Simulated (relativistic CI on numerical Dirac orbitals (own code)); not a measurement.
## Os³⁺ (5d5) in a crystal field

Calculated by Dirac-Coulomb-Breit CI, KLI orbitals optimised for each configuration, model QED (radiative potential, 1s self-energy scaled to tabulated hydrogen-like ionisation energies), valence Slater integrals scaled by 0.9, one configuration in a parametric crystal field (own radial code). With so little scaling, terms lie 10 to 35 % too far apart, which can change the order of excited levels.

Field parameters in Wybourne normalisation: D3d B²₀ = −7Dσ, B⁴₀ = −14Dq − 21Dτ, B⁴₃ = −14√(10/7) Dq. The field is a parameter set, without covalency.

S and J are read from ⟨S²⟩ = S(S + 1) and ⟨J²⟩ = J(J + 1) of each level; they are not fictitious spins.

D3d, 10Dq = 23150, Dσ = -1200, Dτ = 130 cm⁻¹, the lowest 16 levels:

```csv
E (cm⁻¹),Degeneracy,Irrep,S,J
0.0,2,Γ4,0.77,4.14
6020,2,Γ4,0.91,4.17
7040,2,Γ5+Γ6,1.01,4.08
10703,2,Γ4,1.85,3.35
10856,2,Γ5+Γ6,1.83,3.40
11710,2,Γ4,2.08,3.11
15569,2,Γ5+Γ6,1.50,3.56
16168,2,Γ4,1.51,3.35
17045,2,Γ4,1.54,3.17
18799,2,Γ5+Γ6,1.87,3.63
18800,2,Γ4,1.87,3.47
19786,2,Γ4,1.58,3.62
20618,2,Γ4,1.68,3.63
21189,2,Γ5+Γ6,1.49,3.50
21767,2,Γ4,1.38,3.75
22182,2,Γ4,1.36,3.66
```

Principal g values of the ground doublet: 2.23, 2.23, 2.33.

D3d, 10Dq = 23150, Dσ = -980, Dτ = 130 cm⁻¹, the lowest 10 levels:

```json
{"E (cm⁻¹)": "0.0", "Degeneracy": "2", "Irrep": "Γ4", "S": "0.77", "J": "4.14"}
{"E (cm⁻¹)": "6151", "Degeneracy": "2", "Irrep": "Γ4", "S": "0.93", "J": "4.16"}
{"E (cm⁻¹)": "6893", "Degeneracy": "2", "Irrep": "Γ5+Γ6", "S": "1.00", "J": "4.09"}
{"E (cm⁻¹)": "10667", "Degeneracy": "2", "Irrep": "Γ4", "S": "1.85", "J": "3.35"}
{"E (cm⁻¹)": "10789", "Degeneracy": "2", "Irrep": "Γ5+Γ6", "S": "1.84", "J": "3.39"}
{"E (cm⁻¹)": "11645", "Degeneracy": "2", "Irrep": "Γ4", "S": "2.08", "J": "3.10"}
{"E (cm⁻¹)": "15659", "Degeneracy": "2", "Irrep": "Γ5+Γ6", "S": "1.50", "J": "3.54"}
{"E (cm⁻¹)": "16122", "Degeneracy": "2", "Irrep": "Γ4", "S": "1.52", "J": "3.38"}
{"E (cm⁻¹)": "17023", "Degeneracy": "2", "Irrep": "Γ4", "S": "1.51", "J": "3.14"}
{"E (cm⁻¹)": "18814", "Degeneracy": "2", "Irrep": "Γ4", "S": "1.87", "J": "3.50"}
```

Principal g values of the ground doublet: 2.20, 2.20, 2.43.

D3d, 10Dq = 23150, Dσ = -760, Dτ = 130 cm⁻¹, the lowest 16 levels:

```tsv
E (cm⁻¹)	Degeneracy	Irrep	S	J
0.0	2	Γ4	0.77	4.14
6293	2	Γ4	0.94	4.15
6753	2	Γ5+Γ6	0.99	4.11
10643	2	Γ4	1.85	3.35
10734	2	Γ5+Γ6	1.85	3.38
11596	2	Γ4	2.09	3.10
15756	2	Γ5+Γ6	1.50	3.52
16054	2	Γ4	1.52	3.40
17010	2	Γ4	1.50	3.12
18827	2	Γ4	1.87	3.52
18846	2	Γ5+Γ6	1.88	3.62
19966	2	Γ4	1.70	3.53
20830	2	Γ4	1.56	3.77
21352	2	Γ5+Γ6	1.45	3.62
21474	2	Γ4	1.41	3.74
21961	2	Γ4	1.37	3.67
```

Principal g values of the ground doublet: 2.17, 2.17, 2.51.

The free-ion ground term has S = 5/2. The field overcomes the spin-pairing energy for D3d, 10Dq = 23150, Dσ = -1200, Dτ = 130 cm⁻¹; D3d, 10Dq = 23150, Dσ = -980, Dτ = 130 cm⁻¹; D3d, 10Dq = 23150, Dσ = -760, Dτ = 130 cm⁻¹, where the ground state has lower spin; these fields are assumed values.

Levels of this model without a field, named by their leading LS term: 6S_5/2 0, 4G_5/2 18993, 4G_7/2 22222, 4G_11/2 22959, 4G_5/2 23406, 4G_9/2 23582, 4P_3/2 23611, 4P_1/2 25942 cm⁻¹.
